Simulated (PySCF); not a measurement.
LiSn⁺: energy against distance

Set-up: basis Li cc-pVDZ, Sn cc-pVDZ-PP with ECP28; scalar-relativistic core potentials; PySCF 2.14. Energies in eV from Li⁺ + Sn in their ground configurations at the same level. State: ³Π (triplet), unpaired electrons σ ↑, π ↑.

All columns are PBE0. A positive dipole points towards Sn; it is taken about the centre of mass and depends on that origin.

```json
{"R (Å)": "2.593", "E (eV)": "-0.743", "μ (D)": "-7.75", "Mulliken charge on Li (basis-dependent)": "0.39", "HOMO (eV)": "-10.13", "LUMO (eV)": "-8.29", "Mayer bond order": "0.83", "⟨S²⟩": "2.00"}
{"R (Å)": "2.713", "E (eV)": "-0.835", "μ (D)": "-8.21", "Mulliken charge on Li (basis-dependent)": "0.44", "HOMO (eV)": "-9.99", "LUMO (eV)": "-8.16", "Mayer bond order": "0.77", "⟨S²⟩": "2.00"}
{"R (Å)": "2.834", "E (eV)": "-0.886", "μ (D)": "-8.68", "Mulliken charge on Li (basis-dependent)": "0.48", "HOMO (eV)": "-9.87", "LUMO (eV)": "-8.03", "Mayer bond order": "0.71", "⟨S²⟩": "2.00"}
{"R (Å)": "2.925", "E (eV)": "-0.904", "μ (D)": "-9.03", "Mulliken charge on Li (basis-dependent)": "0.51", "HOMO (eV)": "-9.78", "LUMO (eV)": "-7.95", "Mayer bond order": "0.67", "⟨S²⟩": "2.00"}
{"R (Å)": "3.015", "E (eV)": "-0.909", "μ (D)": "-9.39", "Mulliken charge on Li (basis-dependent)": "0.54", "HOMO (eV)": "-9.70", "LUMO (eV)": "-7.86", "Mayer bond order": "0.64", "⟨S²⟩": "2.00"}
{"R (Å)": "3.106", "E (eV)": "-0.903", "μ (D)": "-9.76", "Mulliken charge on Li (basis-dependent)": "0.57", "HOMO (eV)": "-9.62", "LUMO (eV)": "-7.78", "Mayer bond order": "0.60", "⟨S²⟩": "2.00"}
{"R (Å)": "3.226", "E (eV)": "-0.884", "μ (D)": "-10.25", "Mulliken charge on Li (basis-dependent)": "0.60", "HOMO (eV)": "-9.52", "LUMO (eV)": "-7.68", "Mayer bond order": "0.56", "⟨S²⟩": "2.00"}
{"R (Å)": "3.377", "E (eV)": "-0.847", "μ (D)": "-10.87", "Mulliken charge on Li (basis-dependent)": "0.64", "HOMO (eV)": "-9.40", "LUMO (eV)": "-7.56", "Mayer bond order": "0.52", "⟨S²⟩": "2.00"}
{"R (Å)": "3.558", "E (eV)": "-0.790", "μ (D)": "-11.64", "Mulliken charge on Li (basis-dependent)": "0.67", "HOMO (eV)": "-9.27", "LUMO (eV)": "-7.42", "Mayer bond order": "0.48", "⟨S²⟩": "2.00"}
{"R (Å)": "3.799", "E (eV)": "-0.704", "μ (D)": "-12.69", "Mulliken charge on Li (basis-dependent)": "0.71", "HOMO (eV)": "-9.10", "LUMO (eV)": "-7.25", "Mayer bond order": "0.44", "⟨S²⟩": "2.00"}
```

A fit through these points gives, at Re = 3.009 Å, μ = -9.37 D and dμ/dR = -4.01 D/Å; the reduced mass is 6.628 u.

How strong is the fundamental in the double-harmonic approximation, I = 42.26·(dμ/dR)²/μred km/mol?

I = 42.26·(-4.01)²/6.628 = 103 km/mol at PBE0.

Spin–orbit coupling is left out, which matters for elements this heavy, above all for dissociation energies. For an ion De counts to the pair picked by the measured ionisation energies or electron affinities, which need not be the lowest pair at this level. The state was picked by a PBE0 search and need not be the measured ground state.
